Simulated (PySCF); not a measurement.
Compound: C4H7NSi.
InChI=1S/C4H7NSi/c5-3-4(6)1-2-4/h1-2H2,6H3

The closed-shell ground state was solved at several levels (PySCF, density fitting, gas phase, non-relativistic). Geometry: PBE0-D3(BJ)/def2-SVP; no solvent, vibrations or thermal averaging.

```
             level  basis functions  total energy (Eh)  HOMO (eV)  LUMO (eV)  gap (eV)  dipole (D)
      PBE0/cc-pVDZ              123          -500.4633      -8.36       0.42      8.78        3.97
     PBE0/pcSseg-2              321          -500.5450      -8.53      -0.06      8.47        4.30
      B3LYP/6-31G*              102          -500.8248      -7.99       0.29      8.28        4.07
CAM-B3LYP/pcSseg-1              144          -500.6887      -9.87       1.21     11.08        4.19
     BLYP/pcSseg-1              144          -500.7093      -7.13      -0.61      6.52        4.08
     PBE0/def2-SVP              123          -500.2095      -8.47       0.40      8.87        4.02
BHandHLYP/pcSseg-1              144          -500.6589      -9.65       1.08     10.73        4.29
     PBE0/pcSseg-0               72          -499.6192      -8.76       0.39      9.15        4.26
       PBE0/STO-3G               41          -494.5260      -6.66       3.98     10.64        3.41
    B3LYP/pcSseg-1              144          -500.8245      -8.30      -0.05      8.25        4.17
```

Q: Estimate the row for B3LYP/def2-TZVP, a basis of 234 functions; the other rows only guide the guess.

A: Total energy -500.9432 Eh, HOMO -8.28 eV, LUMO -0.13 eV, gap 8.15 eV, dipole 4.25 D.

Q: Over all these levels, which gives the widest orbital gap and which the narrowest?

A: CAM-B3LYP/pcSseg-1 (range-separated hybrid) has the widest, 11.08 eV, and BLYP/pcSseg-1 (GGA) the narrowest, 6.52 eV. The two share the basis. From the narrowest to the widest the HOMO moves by -2.74 eV and the LUMO by +1.82 eV.

Q: How much does the basis alone move the frontier levels among the 5 PBE0 rows?

A: The HOMO by 2.10 eV and the LUMO by 4.04 eV. By rising basis size (HOMO, LUMO in eV): STO-3G -6.66, 3.98; pcSseg-0 -8.76, 0.39; cc-pVDZ -8.36, 0.42; def2-SVP -8.47, 0.40; pcSseg-2 -8.53, -0.06.

Q: In the pcSseg-1 basis, how does the gap go with the fixed share of exact exchange?

A: BLYP (0 %) 6.52 eV; B3LYP (20 %) 8.25 eV; BHandHLYP (50 %) 10.73 eV. Each rise in the share widens the gap here.

Q: How far do the dipole and the HOMO energy spread over the levels?

A: The dipole runs from 3.41 to 4.30 D (mean 4.09 D) and the HOMO from -9.87 to -6.66 eV.
